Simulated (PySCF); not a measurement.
A geometry optimisation on `COC1=C[P@@H]1=[Se]`.

Computed with PBE0-D3(BJ)/def2-SVP geometry optimisation, gas phase (PySCF 2.14.0). Start geometry: GFN2-xTB. A driver script takes a list of jobs; this job's settings line and coordinates (Å) are shown.

Input:
```
{"job": {"xc": "PBE0", "basis": "def2-SVP", "d3": "d3bj", "grid": 1, "maxiter": 30, "shake": 0.01, "kind": "geom"}, "charge": 0, "multiplicity": 1}
C      1.757130     0.598500    -0.431770
O      0.822940    -0.288480    -1.046890
C     -0.287800    -0.542820    -0.387240
C     -1.366070    -1.252980    -0.428580
P     -1.417850    -0.083630     0.934660
Se    -2.494630     1.696680     1.139060
H      2.432360     0.941280    -1.217300
H      2.309940     0.134070     0.358710
H      1.204190     1.494180    -0.009270
H     -1.918190    -1.962260    -1.030740
H     -1.003910    -0.760370     2.103700
```

Output:
```
step   0  E = -2934.21275952  max force = 0.045558
step   1  E = -2934.21659437  max force = 0.010556
step   2  E = -2934.21701975  max force = 0.003252
step   3  E = -2934.21707523  max force = 0.001182
step   4  E = -2934.21708827  max force = 0.000492
step   5  E = -2934.21709258  max force = 0.000397
optimisation converged
```

Energies in Eh; «max force» is the largest Cartesian gradient component in Eh/bohr.

Q: How much energy does the optimisation release, in kcal/mol?

A: E(step 0) − E(last step) = 0.004333 Eh, which is 2.7 kcal/mol.

Q: Give the first gradient maximum in eV/Å.

A: With 1 Eh/bohr = 51.422 eV/Å, 2.343 eV/Å.

In short: final energy -2934.21709 Eh after 5 steps; dipole 4.18 D.

Q: Estimate the wall time. Hardware: one thread, Arm Neoverse V1 (aarch64), shared host with 32 logical CPUs at a one-minute load of 18. And the peak memory of the process?

A: About 46 s, with 0.55 GiB resident at the peak, the Python interpreter and its libraries included.
Labels such as C1 count atoms from 1, the log's own numbers from 0.
